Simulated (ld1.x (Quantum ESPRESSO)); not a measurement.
**Scattering properties, ultrasoft potential for platinum (Pt)**

| Item | Value |
| --- | --- |
| Element | platinum |
| Generator | ld1.x (Quantum ESPRESSO) 7.5 |
| Type | ultrasoft |
| Functional | Wu–Cohen |
| Relativity | scalar-relativistic |
| Frozen core | [Kr] 4d10 |
| Valence charge | 32 |
| Reference configuration | 4f14 5s2 5p6 5d9 6s1 6p0 |
| Partial waves | 5s (bound): rcut 1.20, rcutus 1.40 bohr; 6s (bound): rcut 1.20, rcutus 1.40 bohr; 5p (bound): rcut 1.75, rcutus 2.30 bohr; 6p (bound, empty): rcut 1.75, rcutus 2.30 bohr; 5d (bound): rcut 1.45, rcutus 2.00 bohr; 5d channel at 0.2 Ry: rcut 1.45, rcutus 2.00 bohr; 4f (bound): rcut 0.85, rcutus 1.10 bohr; 4f channel at -4.25 Ry: rcut 0.85, rcutus 1.10 bohr |
| Local potential | all-electron potential smoothed inside 1.25 bohr (lloc = -2) |
| Core correction | none |
| Augmentation charge | PSQ, radius 0.75 bohr |

The phase is arctan(r·u′/u) with u = r·R(r), unwrapped; energies in Ry, scanned from -9 to 5 Ry. A pole is an energy at which the radial function vanishes at the test radius. The pseudo phase is shifted by a multiple of π to meet the all-electron one at the reference energy, and phase errors are pseudo minus all-electron; the curves can meet again beyond the range given. Levels narrower than the energy grid can be missing from the lists of poles. n/a: not evaluated, since a narrow level or a reset projector energy made the automatic matching unsafe.

```
channel  radius (bohr)  reference energy (Ry)  poles, all-electron  poles, pseudo  unbroken range about the reference energy with phases within 0.05 rad  phase error 1 Ry above the reference energy (rad)
      s           2.49                  -0.42          -7.47, 2.17    -7.47, 2.14                                                        the whole range                                             -0.001
      p           2.49                  -0.06          -4.05, 4.06    -4.06, 3.63                                                              below 4.5                                             -0.017
      d           2.49                  -0.45                 0.04           0.04                                                        the whole range                                             -0.000
      f           2.49                  -5.16                 4.13           4.15                                                                    n/a                                                n/a
```

Phases in the d channel:

| E (Ry) | all-electron | pseudo |
| --- | --- | --- |
| -9.00 | 1.437 | 1.437 |
| -8.52 | 1.433 | 1.433 |
| -8.04 | 1.429 | 1.429 |
| -7.56 | 1.424 | 1.424 |
| -7.08 | 1.419 | 1.419 |
| -6.60 | 1.414 | 1.414 |
| -6.12 | 1.407 | 1.407 |
| -5.64 | 1.400 | 1.400 |
| -5.16 | 1.392 | 1.392 |
| -4.68 | 1.383 | 1.383 |
| -4.20 | 1.372 | 1.371 |
| -3.72 | 1.358 | 1.358 |
| -3.24 | 1.340 | 1.340 |
| -2.76 | 1.317 | 1.317 |
| -2.28 | 1.284 | 1.284 |
| -1.80 | 1.229 | 1.229 |
| -1.32 | 1.112 | 1.112 |
| -0.84 | 0.622 | 0.622 |
| -0.36 | -1.240 | -1.240 |
| 0.12 | -1.600 | -1.600 |
| 0.60 | -1.720 | -1.720 |
| 1.08 | -1.806 | -1.806 |
| 1.56 | -1.900 | -1.901 |
| 2.04 | -2.039 | -2.040 |
| 2.52 | -2.307 | -2.311 |
| 3.00 | -2.937 | -2.949 |
| 3.48 | -3.803 | -3.815 |
| 3.96 | -4.233 | -4.240 |
| 4.44 | -4.422 | -4.426 |
| 4.92 | -4.523 | -4.527 |
